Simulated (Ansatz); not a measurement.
Ansatz (an electronic-structure program) input:

Ansatz 0.2 input:
```yaml
crystal:
  periodic: [false, false, false]
  atoms:
    - {symbol: W, position_ang: [0.00000000, 0.00000000, 0.00000000]}
    - {symbol: F, position_ang: [0.00000000, 0.00000000, 1.83133360]}
    - {symbol: F, position_ang: [-0.00000000, -0.00000000, -1.83133360]}
basis:
  gaussian:
    orbitals: def2-TZVP
hamiltonian:
  xc: b3lyp
  dispersion: d3bj
magnetization: {spin_polarized: true, initial_magnetization: 2}
phonons: {temperatures: {t_min: 298.15, t_max: 298.15, t_step: 100}}
```

Q: Which total energy does the run end on?

A: -266.91453 Eh (B3LYP-D3(BJ)/def2-TZVP). The basis has 102 functions.

The spin state was set by rule; other spins were not relaxed.
